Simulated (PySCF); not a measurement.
# Correlation energy of Lu(54+) (lutetium, charge +54)

[Ne] 3s2 3p5, 2P determinant. Computed with PySCF 2.14 in an even-tempered Gaussian basis (17 s from 13 bohr⁻², ratio 2.5; 12 p from 17 bohr⁻², ratio 2.5; 4 d from 71 bohr⁻², ratio 2.7; 4 f from 110 bohr⁻², ratio 2.7), with the spin-free X2C one-electron Hamiltonian (Gaussian nucleus). Frozen: 1s2; 15 electrons correlated; the 20 highest virtual orbitals of each spin left out.

```json
{"level": "CCSD", "correlation energy (mhartree)": "-656.16"}
{"level": "(T)", "correlation energy (mhartree)": "-0.73"}
{"level": "CCSD(T)", "correlation energy (mhartree)": "-656.89"}
```

Diagnostics: T1 = 0.00031, D1 = 0.0014, largest double amplitude 0.016.

Problem. Is a single reference adequate?

Solution. Yes, within this model without spin-orbit coupling: T1 lies below 0.03 and no double amplitude reaches 0.07.

At this charge the one-electron X2C treatment keeps the bare 1/r₁₂, with no two-electron picture change or Breit term. The effect here is smaller than on the frozen 1s shell; and a scalar Hamiltonian misses the large spin-orbit splitting of the p shells, which matters for ns² → np² pairs.
